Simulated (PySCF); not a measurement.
Match each property card to its molecule.

Structures:
1. `C#C[P@@](C)(=O)C=C`
2. `CC[Si@H](P)[Si](F)(F)F`
3. `[O]=[Os-2](=[O])([Cl])([Cl])([Cl])[Cl]`
4. `C=C(Cl)CF`
5. `C#CC1=CC1=C`

Card P (geometry PBE0-D3(BJ)/def2-SVP):
- Rotational constants A, B, C: 8.474, 2.416, 1.903 GHz
- Dipole moment (PBE0-D3(BJ)/def2-SVP): 0.24 D
- Point group: Cs

Card Q (geometry GFN2-xTB):
- Rotational constants A, B, C: 1.598, 0.697, 0.567 GHz
- Static isotropic polarisability (wB97X-D/def2-SVPD): 101.6 au
- Lowest singlet excitation (TDDFT wB97X-D/def2-SVPD): 6.46 eV (192 nm, f = 0.264)
- Strongest line among the 8 lowest singlet transitions (TDDFT wB97X-D/def2-SVPD): S1 at 6.46 eV (192 nm, f = 0.264)
- Point group: C1
- Dipole moment (wB97X-D/def2-SVPD): 3.41 D

Card R (geometry GFN2-xTB):
* Rotational constants A, B, C: 2.902, 1.776, 1.525 GHz
* Static isotropic polarisability (wB97X-D/def2-SVPD): 83.2 au
* Strongest line among the 8 lowest singlet transitions (TDDFT wB97X-D/def2-SVPD): S8 at 7.38 eV (168 nm, f = 0.427)
* Lowest triplet excitation (Tamm–Dancoff) (TDA wB97X-D/def2-SVPD): 4.53 eV
* Lowest singlet excitation (TDDFT wB97X-D/def2-SVPD): 6.16 eV (201 nm, f = 0.002)
* 13C chemical shifts (computed TMS as zero) by class (GIAO PBE0/pcSseg-1): 143.1 (1 C), 141.9 (1 C), 96.5 (1 C), 85.9 (1 C), 24.0 (1 C) ppm

Card S (geometry PBE0-D3(BJ)/def2-SVP):
- Rotational constants A, B, C: 0.991, 0.988, 0.609 GHz
- HOMO energy (PBE0/pcSseg-1 (def2-TZVP on Os)): 1.13 eV
- Point group: D4h

Card T (geometry PBE0-D3(BJ)/def2-SVP):
- Rotational constants A, B, C: 11.037, 2.248, 1.867 GHz
- Point group: Cs
- Dipole moment (PBE0-D3(BJ)/def2-SVP): 1.81 D

Each SMILES stands for a single optimised conformer of the isolated species (atoms past krypton carry core potentials, spin–orbit coupling is left out). Electronic properties by PySCF. NMR classes are plain means over equivalent atoms (diastereotopic ones count apart unless rotation or inversion swaps them), as if these changed places fast.

**Question.** Which card belongs to which structure?

**Answer.** P = 4, Q = 2, R = 1, S = 3, T = 5. What ties each card to its structure:
- 1 (card R), C5H7OP, monoisotopic mass 114.0 u, 7 heavy atoms: 5 C in 5 classes; the least shielded carbon (143.1 ppm) is a terminal =CH2 carbon; an asymmetric top with C = 1.525 GHz; polarisability 83.2 au for 60 electrons.
- 2 (card Q), C2H8F3PSi2, monoisotopic mass 176.0 u, 8 heavy atoms: an asymmetric top with C = 0.567 GHz, the lowest such constant on the cards; polarisability 101.6 au for 90 electrons; dipole 3.41 D.
- 3 (card S), [Cl4O2Os]2-, monoisotopic mass 363.8 u, 7 heavy atoms: point group D4h; a HOMO at 1.13 eV for the only species of charge -2; an oblate symmetric top (constants that symmetry makes equal differ by optimisation noise) with C = 0.609 GHz.
- 4 (card P), C3H4ClF, monoisotopic mass 94.0 u, 5 heavy atoms: an asymmetric top with C = 1.903 GHz, the highest such constant on the cards; dipole 0.24 D.
- 5 (card T), C6H4, monoisotopic mass 76.0 u, 6 heavy atoms: an asymmetric top with C = 1.867 GHz; dipole 1.81 D.
